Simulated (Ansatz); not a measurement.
Program: Ansatz. Geometries: PBE0-D4/def2-TZVP. ΔE: electronic, gas phase. CCSD(T)/CBS adds triple-zeta CCSD(T) − MP2 to the extrapolated MP2 energy (def2 sets, frozen cores). Functionals use def2-TZVPP. B3LYP here is the variant with VWN-RPA as its local correlation; programs differ in this. Elements past krypton have def2 core potentials. For Nb, Sn outer-core shells are correlated without core-valence functions, which leaves a few kJ/mol of doubt a bond. One conformer a species, not always the lowest.

Consider the redistribution: `[NH2][Nb]([F])([F])=[S]` + `[OH][SnH2][Cl]` → `[NH2][Nb]([F])(=[S])[Cl]` + `[OH][SnH2][F]`.

Is it downhill or uphill in electronic energy at CCSD(T)/CBS, and by how much? (An estimate is asked.)

Computed: Uphill: ΔE = +30.0 kJ/mol.

What do these levels give: PBE-D4, r2SCANh-D4, r2SCAN0-D4, BHLYP-D4, PBE, PBE0, B3LYP, r2SCANh, CAM-B3LYP, RPA@PBE/def2-TZVPP, MP2/def2-SVP, HF/def2-QZVPP? (Estimate.)

Ansatz gave: PBE-D4 37.3, r2SCANh-D4 38.1, r2SCAN0-D4 38.5, BHLYP-D4 38.1, PBE 38.4, PBE0 39.5, B3LYP 38.4, r2SCANh 38.5, CAM-B3LYP 40.9, RPA@PBE/def2-TZVPP 31.5, MP2/def2-SVP 26.4, HF/def2-QZVPP 42.5 kJ/mol.

What do rigid-rotor, harmonic-oscillator terms from PBE0-D4/def2-TZVP frequencies (298.15 K, 1 bar) make of the CCSD(T)/CBS value? (Estimate.)

Computed: ΔZPE = -0.2 kJ/mol, ΔH = +29.9 kJ/mol, ΔS = -1 J/(mol·K), ΔG = +30.2 kJ/mol.

Largest T1 diagnostic among the species: 0.023, so the coupled-cluster value is less sure than usual.

Leaving LDA and LC-ωPBE aside and taking each functional with its dispersion term where it has one, the values, not all of them listed here, spread over 9.8 kJ/mol, from B2PLYP to ωB97X-V. In def2-TZVPP, CCSD(T) changes the Hartree–Fock value by −12.9 kJ/mol (the triples alone add −3.7 kJ/mol) and MP2 by −23.9 kJ/mol. At CCSD(T), def2-SVP lies +7.2 kJ/mol from the extrapolated value and def2-TZVPP +1.5 kJ/mol.
